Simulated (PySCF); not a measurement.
```xyz
4
charge 0 multiplicity 1, angstrom
Cu   -0.0285    0.0000    0.0000
H     1.6548   -0.3912    0.0000
H     1.6548    0.3912    0.0000
H    -1.5320    0.0000    0.0000
```

These are results of PBE0/[Cu def2-TZVP, H def2-TZVP], no relativity, density fitting, PySCF, not measurements.

This geometry of CuH₃ is a stationary point at this level.

What is the point group?

C2v.

Is it a minimum?

Yes: all harmonic wavenumbers are real.

Which band is strongest in the infrared?

423 cm⁻¹ (b2), 81 km/mol.

Give the atomic charges and bond orders.


```csv
atom,Mulliken,Löwdin,polar tensor,Mayer order to Cu1
Cu1,-0.30,0.00,0.17,–
"H2,3",0.14,0.11,0.07,0.23
H4,0.02,-0.23,-0.31,0.94
```
Other Mayer orders above 0.3: H–H 0.69.

What is the atomisation energy, with and without zero-point energy?

726 kJ/mol without, 675 kJ/mol with.

Stability towards spin polarisation was not tested. This need not be the most stable arrangement of these atoms.
